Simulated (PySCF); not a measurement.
C3H6BNO2, SMILES C/N=C1\COB1O. Atoms are numbered in the order given.

```xyz
13

C     -0.2580     2.6704     0.0000
N     -0.8852     1.3786     0.0000
C     -0.1666     0.3422     0.0000
C      1.3425     0.0530     0.0000
O      1.1127    -1.3773     0.0000
B     -0.2615    -1.2378     0.0000
O     -1.1912    -2.2020     0.0000
H     -0.6031     3.2378     0.8800
H      0.8494     2.6583     0.0000
H     -0.6031     3.2378    -0.8800
H      1.8960     0.3669    -0.9011
H      1.8960     0.3669     0.9011
H     -0.8109    -3.0881     0.0000
```
Charge 0, spin multiplicity 1.

Geometry optimised at PBE0-D3(BJ)/def2-SVP. The structure was generated by enumeration; whether it is a known compound was not checked. Other conformers were not sampled.

Method: PBE0-D3(BJ)/def2-SVP (PySCF 2.14.0).

Frequencies are harmonic and unscaled.

Computed vibrational spectrum:
```json
[
 {"mode": "1", "ν (cm⁻¹)": "142", "IR (km/mol)": "1.3", "moving atoms (share of kinetic energy)": "H 57 %, C 24 %, O 16 %"},
 {"mode": "2", "ν (cm⁻¹)": "161", "IR (km/mol)": "5.1", "moving atoms (share of kinetic energy)": "H 44 %, C 28 %, O 14 %, N 10 %"},
 {"mode": "3", "ν (cm⁻¹)": "183", "IR (km/mol)": "9.5", "moving atoms (share of kinetic energy)": "H 42 %, O 29 %, C 20 %"},
 {"mode": "4", "ν (cm⁻¹)": "190", "IR (km/mol)": "2.9", "moving atoms (share of kinetic energy)": "C 44 %, O 30 %, H 21 %"},
 {"mode": "5", "ν (cm⁻¹)": "312", "IR (km/mol)": "8.2", "moving atoms (share of kinetic energy)": "O 33 %, C 32 %, H 18 %, N 14 %"},
 {"mode": "6", "ν (cm⁻¹)": "400", "IR (km/mol)": "0.5", "moving atoms (share of kinetic energy)": "H 36 %, N 32 %, C 18 %, B 13 %"},
 {"mode": "7", "ν (cm⁻¹)": "532", "IR (km/mol)": "98.3", "moving atoms (share of kinetic energy)": "H 79 %, C 12 %"},
 {"mode": "8", "ν (cm⁻¹)": "542", "IR (km/mol)": "30.5", "moving atoms (share of kinetic energy)": "O 26 %, H 24 %, B 22 %, C 21 %, N 8 %"},
 {"mode": "9", "ν (cm⁻¹)": "640", "IR (km/mol)": "0.1", "moving atoms (share of kinetic energy)": "O 46 %, C 28 %, N 13 %"},
 {"mode": "10", "ν (cm⁻¹)": "653", "IR (km/mol)": "61.5", "moving atoms (share of kinetic energy)": "B 60 %, H 19 %, O 12 %, C 8 %"},
 {"mode": "11", "ν (cm⁻¹)": "738", "IR (km/mol)": "9.5", "moving atoms (share of kinetic energy)": "C 32 %, H 25 %, N 25 %, O 14 %"},
 {"mode": "12", "ν (cm⁻¹)": "953", "IR (km/mol)": "154.5", "moving atoms (share of kinetic energy)": "O 42 %, H 42 %, C 13 %"},
 {"mode": "13", "ν (cm⁻¹)": "974", "IR (km/mol)": "4.4", "moving atoms (share of kinetic energy)": "H 54 %, C 41 %"},
 {"mode": "14", "ν (cm⁻¹)": "1004", "IR (km/mol)": "1.0", "moving atoms (share of kinetic energy)": "C 49 %, H 30 %, O 21 %"},
 {"mode": "15", "ν (cm⁻¹)": "1040", "IR (km/mol)": "51.2", "moving atoms (share of kinetic energy)": "C 62 %, O 28 %"},
 {"mode": "16", "ν (cm⁻¹)": "1080", "IR (km/mol)": "19.4", "moving atoms (share of kinetic energy)": "C 45 %, N 37 %, H 13 %"},
 {"mode": "17", "ν (cm⁻¹)": "1109", "IR (km/mol)": "0.0", "moving atoms (share of kinetic energy)": "H 66 %, C 24 %, N 10 %"},
 {"mode": "18", "ν (cm⁻¹)": "1158", "IR (km/mol)": "5.3", "moving atoms (share of kinetic energy)": "H 57 %, C 22 %, N 14 %"},
 {"mode": "19", "ν (cm⁻¹)": "1173", "IR (km/mol)": "0.1", "moving atoms (share of kinetic energy)": "H 89 %"},
 {"mode": "20", "ν (cm⁻¹)": "1214", "IR (km/mol)": "126.6", "moving atoms (share of kinetic energy)": "H 42 %, B 26 %, C 22 %"},
 {"mode": "21", "ν (cm⁻¹)": "1340", "IR (km/mol)": "76.5", "moving atoms (share of kinetic energy)": "H 42 %, B 24 %, C 17 %, O 14 %"},
 {"mode": "22", "ν (cm⁻¹)": "1407", "IR (km/mol)": "0.7", "moving atoms (share of kinetic energy)": "H 86 %, C 13 %"},
 {"mode": "23", "ν (cm⁻¹)": "1451", "IR (km/mol)": "5.1", "moving atoms (share of kinetic energy)": "H 97 %"},
 {"mode": "24", "ν (cm⁻¹)": "1465", "IR (km/mol)": "47.5", "moving atoms (share of kinetic energy)": "H 87 %"},
 {"mode": "25", "ν (cm⁻¹)": "1469", "IR (km/mol)": "15.0", "moving atoms (share of kinetic energy)": "H 91 %"},
 {"mode": "26", "ν (cm⁻¹)": "1568", "IR (km/mol)": "446.7", "moving atoms (share of kinetic energy)": "B 70 %, O 19 %"},
 {"mode": "27", "ν (cm⁻¹)": "1862", "IR (km/mol)": "33.0", "moving atoms (share of kinetic energy)": "C 60 %, N 38 %"},
 {"mode": "28", "ν (cm⁻¹)": "3003", "IR (km/mol)": "40.2", "moving atoms (share of kinetic energy)": "H 96 %"},
 {"mode": "29", "ν (cm⁻¹)": "3060", "IR (km/mol)": "24.5", "moving atoms (share of kinetic energy)": "H 95 %"},
 {"mode": "30", "ν (cm⁻¹)": "3108", "IR (km/mol)": "20.5", "moving atoms (share of kinetic energy)": "H 91 %, C 9 %"},
 {"mode": "31", "ν (cm⁻¹)": "3129", "IR (km/mol)": "21.5", "moving atoms (share of kinetic energy)": "H 90 %, C 10 %"},
 {"mode": "32", "ν (cm⁻¹)": "3130", "IR (km/mol)": "3.1", "moving atoms (share of kinetic energy)": "H 91 %, C 9 %"},
 {"mode": "33", "ν (cm⁻¹)": "3893", "IR (km/mol)": "117.1", "moving atoms (share of kinetic energy)": "H 94 %"}
]
```
